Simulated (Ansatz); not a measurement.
Frontier orbitals of `B[SiH](F)S`.

Total charge 0; spin multiplicity 1. All single points use the PBE0-D4/def2-TZVP geometry. It is one conformer, not always the lowest. Basis def2-TZVPP, Ansatz.

```tsv
functional	HOMO (eV)	LUMO (eV)	gap (eV)
PBE	-6.38	-1.50	4.88
revPBE	-6.33	-1.41	4.92
BLYP	-6.25	-1.38	4.87
PBE0	-7.49	-0.64	6.85
HSE06 (plane-wave form)	-7.10	-1.02	6.08
CAM-B3LYP	-8.77	0.35	9.12
LC-ωPBE	-10.05	1.51	11.56
ωB97M-V	-9.56	1.12	10.68
```

A quarter of exact exchange (PBE0) shifts PBE's HOMO by −1.11 eV and its LUMO by +0.85 eV; full exchange at long range (ωB97M-V) shifts them by −3.18 and +2.61 eV. The gap opens from 4.89 to 10.68 eV, since occupied levels lose self-interaction and empty ones feel all the electrons. A positive LUMO is unbound and depends on the basis.

LC-ωPBE has ω = 0.4 bohr⁻¹.
